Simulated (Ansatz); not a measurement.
A run of Ansatz (development build ahead of 0.2.0) on singlet GeH4 at this shape:

```xyz
5

Ge    0.0000    0.0000    0.0000
H     0.9585    0.9585    0.9585
H     0.9585   -0.9585   -0.9585
H    -0.9585    0.9585   -0.9585
H    -0.9585   -0.9585    0.9585
```

Its results:

| Item | Value |
| --- | --- |
| Converged | yes |
| Reference energy | -2077.62500 hartree |
| Correlation energy | -0.13292 hartree |
| Total energy | -2077.75792 hartree |
| Spin squared of the determinant | 0.000 |

Problem. Which input gives this output? Name the method, the orbitals and the basis set, and write the input.

Solution. RHF-MP2 in cc-pVDZ. An unrestricted run that stays on the closed shell gives the same numbers.

```yaml
crystal:
  periodic: [false, false, false]
  atoms:
    - { symbol: Ge, position_ang: [0.0, 0.0, 0.0] }
    - { symbol: H, position_ang: [0.95848, 0.95848, 0.95848] }
    - { symbol: H, position_ang: [0.95848, -0.95848, -0.95848] }
    - { symbol: H, position_ang: [-0.95848, 0.95848, -0.95848] }
    - { symbol: H, position_ang: [-0.95848, -0.95848, 0.95848] }
basis:
  gaussian: { orbitals: cc-pVDZ }
hamiltonian:
  xc: hf
correlation:
  method: mp2
  frozen_orbitals: { Ge: 9, H: 0 }
```
